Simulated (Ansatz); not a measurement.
The same path of GaH5O2 (8 atoms, charge 0, multiplicity 1) was run twice with different band settings. Lost on the way: Ga1–H2, O6–H8. Made: H2–H8.

Computed with RHF/def2-mTZVP in Ansatz.

Relaxed end points:

```xyz
8
Properties=species:S:1:pos:R:3
Ga -0.231 -0.166 0.088
H -0.236 -1.136 1.342
O 1.380 0.129 -0.700
H 2.094 -0.441 -0.467
H -1.487 0.139 -0.805
O 0.069 1.763 1.075
H 0.916 1.986 0.703
H 0.168 1.765 2.017
```

```xyz
8
Properties=species:S:1:pos:R:3
Ga 0.084 0.680 -0.510
H -0.269 -0.692 2.861
O 1.708 -0.005 -0.724
H 1.804 -0.844 -1.144
H -1.240 0.003 -0.975
O 0.080 2.257 0.292
H 0.915 2.613 0.553
H -0.409 0.025 2.900
```

Common settings: movable images 5; climbing image yes; spring 5.0 eV/Å²; optimiser quadratic models (default); start path through a guess of the saddle point; iteration limit 60; end points relaxed.

| run | force threshold |
| --- | --- |
| 1 | 0.05 eV/Å |
| 2 | 0.5 eV/Å |

Question: What does each run give, and how far can it be trusted?

Answer: Run 1: converged after 18 iterations, highest image 1.803 eV above the first end. The profile has 2 maxima (images 1, 3) with wells between them (image 2): this band takes more than one step, which may be the mechanism or a detour left from its start path. Neighbouring images differ by up to 1.8 eV, so the band resolves the path poorly. A vibrational analysis at the climbing image gives one clearly imaginary mode, 1925i cm⁻¹: a first-order saddle point.
Run 2: converged after 13 iterations, highest image 1.811 eV above the first end. The threshold of 0.5 eV/Å is loose, so the images may lie well off the minimum-energy path. Beside the main top the profile has a ripple of under 15 meV (maxima at images 1, 3), which may be a very shallow well or noise. Neighbouring images differ by up to 1.8 eV, so the band resolves the path poorly. The order of the stationary point at the top wasn't checked.
The orbitals stay closed-shell, which can raise the energy where a bond breaks towards radicals; this wasn't checked here.
